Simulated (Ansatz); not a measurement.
A calculation with Ansatz (development build ahead of 0.2.0).

```yaml
crystal:
  periodic: [false, false, false]
  atoms:
    - { symbol: Fe, position_ang: [0.0, 0.0, 0.0] }
    - { symbol: O, position_ang: [0.0, 0.0, 1.6806] }
basis:
  gaussian: { orbitals: pcseg-2 }
magnetization:
  spin_polarized: true
  initial_magnetization: 4
hamiltonian:
  xc: { name: wB97X }
```

The input is written out in the form of the current development build from the run's settings.

Results

| Quantity | Value |
| --- | --- |
| Converged | yes |
| Total energy | -1338.91444 hartree |
| Spin squared of the determinant | 6.024 |
| Stability test | minimum |
